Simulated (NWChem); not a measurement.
## Correlation energy of silicon monosulfide (SSi)

```xyz
2

Si     0.0000     0.0000     1.0345
S      0.0000     0.0000    -0.9052
```
Charge 0, spin multiplicity 1.

Everything below was run with NWChem. All single points use one geometry, from PBE0/def2-SVP, a minimum by its harmonic frequencies.

Basis set: cc-pVQZ. Each correlation energy counts from its own Hartree-Fock reference.

The correlated methods keep 10 core orbitals frozen. Coupled-cluster values serve here as a point of comparison, not as the truth.

Problem. Order these methods by the correlation energy they give, lowest first: RI-MP2, CR-CCSD[T], CCSD, CCSD+T(CCSD).

Solution. CCSD+T(CCSD) (-319.8 mHa), CR-CCSD[T] (-315.4 mHa), CCSD (-299.3 mHa), RI-MP2 (-281.2 mHa)
